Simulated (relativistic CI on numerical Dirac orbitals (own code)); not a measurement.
# Hyperfine structure of Hf⁵²⁺, mass number 179

Method of calculation: Dirac-Coulomb-Breit CI, orbitals from a KLI potential per configuration, model QED, unscaled Slater integrals (own radial code, finite nucleus).

CI space (outside the closed core [Ne]): 3s2.3p6.3d2, 3s2.3p5.3d3, 3s.3p6.3d3, 3s2.3p6.3d.4s, 3s2.3p6.3d.4p, 3s2.3p6.3d.4d, 3s2.3p5.3d2.4s, 3s2.3p6.3d.4f, 3s2.3p5.3d2.4p, 3s2.3p5.3d2.4d, 3p6.3d4, 3p5.3d5, 3p5.3d4.4s, 3p6.3d3.4s, 3p5.3d3.4s2. Double excitations out of closed p, d and f shells are left out; levels of such configurations are missing from the list, as are those of other unlisted configurations, and high levels can miss mixing partners. These lack a partner that the ground configuration has and come out too high: 3s2.3p5.3d2.4p, 3s2.3p5.3d2.4d.

Nuclear spin I = 9/2, μ = -0.6389 μN, Q = 3.79 b (tables of Stone and Pyykkö). The electronic factors are computed for point nuclear moments, without core polarisation or the Bohr-Weisskopf and QED corrections.

| Level | E (cm⁻¹) | A (MHz) | B (MHz) |
| --- | --- | --- | --- |
| 3s2.3p6.3d2 3F_2 | 0 | -14020 | 19100 |
| 3s2.3p6.3d2 3F_3 | 508828 | -7973 | 105000 |
| 3s2.3p6.3d2 1G_4 | 618069 | -8504 | 496000 |
| 3s2.3p6.3d2 3P_1 | 630515 | 695 | 110000 |
| 3s2.3p6.3d2 3F_4 | 1084292 | -5679 | 298000 |

Levels with J = 0, under 50 % of one LS term, or S terms without an open s electron are left out. Small factors come from cancelling terms and can be off by tens of per cent or more.

At this charge energies of transitions that change n are usually good to better than 1 %, and those within a shell (Δn = 0) to a few per cent.

(1) Give the hyperfine levels of 3s2.3p6.3d2 3F_2 relative to its centre of gravity.

## Answers

(1) With K = F(F + 1) − I(I + 1) − J(J + 1), E = AK/2 + B[¾K(K + 1) − I(I + 1)J(J + 1)]/[2I(2I − 1)J(2J − 1)]: F = 5/2: 163000, F = 7/2: 105600, F = 9/2: 36480, F = 11/2: -40630, F = 13/2: -121400 MHz.

LS names give the leading component of a level, which can be under half, so a name can repeat, a term be missing and a line seem to break the LS rules.
